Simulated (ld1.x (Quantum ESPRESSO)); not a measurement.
## Transferability test, TM potential for silicon

Si, norm-conserving Troullier–Martins (Kleinman–Bylander form), made with ld1.x (Quantum ESPRESSO) 7.5 (PBE, non-relativistic). Core [He], reference 2s2 2p6 3s2 3p0 (charge +2). Waves: 2s (bound): rc 0.90 bohr; 3d channel at 0.35 Ry: rc 0.80 bohr; 2p (bound): rc 0.70 bohr. Local part: the p channel. Core correction: none.

Occupied shells without a wave of their own: 3s. They enter only through the test configuration that unscreens the potential.

Energies are relative to the spin-unpolarised reference configuration 2s2 2p6 3s2 3p0; without spin polarisation the order of configurations can differ from experiment.

| valence configuration | charge | ΔE all-electron (eV) | error AE − PS (meV) |
| --- | --- | --- | --- |
| 2s2 2p6 3s2 3p2 | 0 | -23.756 | -140 |
| 2s2 2p6 3s2 3p1 | +1 | -16.005 | -97 |
| 2s2 2p6 3s1 3p2 | +1 | -8.637 | -298 |
| 2s1 2p6 3s2 3p2 | +1 | 128.602 | -563 |
| 2s2 2p6 3s0 3p4 | 0 | -10.092 | -506 |
| 2s2 2p6 3s1 3p3 | 0 | -16.997 | -313 |

What are ΔE and the potential's error for 2s2 2p6 3s1 3p0?

ΔE = 33.902 eV all-electron; the error (AE − PS) is -130 meV.

The 3s level has no wave, so the channel is fitted at the deeper level alone: the likely source of the large errors.
